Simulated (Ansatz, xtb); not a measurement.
C6H6Cl2O: which of two isomers lies lower

Structure a is `O=C1C=C[C@H](C(Cl)Cl)C1`, a singlet and structure b is `ClC(Cl)Cc1ccco1`, a singlet. Both are isolated molecules in the gas phase, relaxed with PBE0-D3(BJ)/def2-SVP; each stands in its lowest conformer found.

Problem. Estimate which is lower in electronic energy at CCSD(T)/def2-SVP + ΔMP2/def2-TZVPP, and by roughly how much.

Solution. The CCSD(T)/def2-SVP + ΔMP2/def2-TZVPP calculation puts structure a lower, by 20.8 kJ/mol.

The same difference at several levels:

```csv
level,geometry,E(b) − E(a) (kJ/mol),departure from the last row (kJ/mol),"job, with rough time for the two"
GFN2-xTB,GFN2-xTB,−39.6,−60.4,"optimisation, 0.18 s"
HF/STO-3G,GFN2-xTB,−24.4,−45.2,"single point, 0.56 s"
r2SCAN-D4/def2-SVP,GFN2-xTB,+14.2,−6.6,"single point, 5.5 s"
PBE0-D3(BJ)/def2-SVP,PBE0-D3(BJ)/def2-SVP,+15.4,−5.4,"optimisation, 70 s"
HF/def2-SVP,PBE0-D3(BJ)/def2-SVP,+32.9,+12.1,part of the CCSD(T) run
MP2/def2-SVP,PBE0-D3(BJ)/def2-SVP,+16.3,−4.5,part of the CCSD(T) run
CCSD(T)/def2-SVP,PBE0-D3(BJ)/def2-SVP,+25.8,+5.0,single point
CCSD(T)/def2-SVP + ΔMP2/def2-TZVPP,PBE0-D3(BJ)/def2-SVP,+20.8,,"single point, 2.8 min"
```

As drawn, b has 3 C∷C, 2 C∷O in place of 1 C=O, 3 C–C, 1 C=C (∷ is an aromatic bond). Structure a has a 5-membered ring, b a 5-membered ring (with an aromatic ring).

GFN2-xTB, HF/STO-3G put the two in the other order. The largest departure from CCSD(T)/def2-SVP + ΔMP2/def2-TZVPP is that of GFN2-xTB, 60.4 kJ/mol. The last row adds to CCSD(T) the change of the MP2 difference between the two basis sets, here −5.0 kJ/mol.

With thermal terms from frequencies at re-optimised GFN2-xTB minima (ideal gas, soft modes damped towards free rotors, one conformer each, 298.15 K, 1 atm): the zero-point term adds +1.8 kJ/mol; ΔH is +22.6 and ΔG +21.7 kJ/mol.

The correlated steps freeze 17 core orbitals. Mirror images aren't counted in ΔG. Programs: Ansatz 0.2.0, xtb 6.7.1; the last row on 4 threads of Arm Neoverse V2 on a shared host.
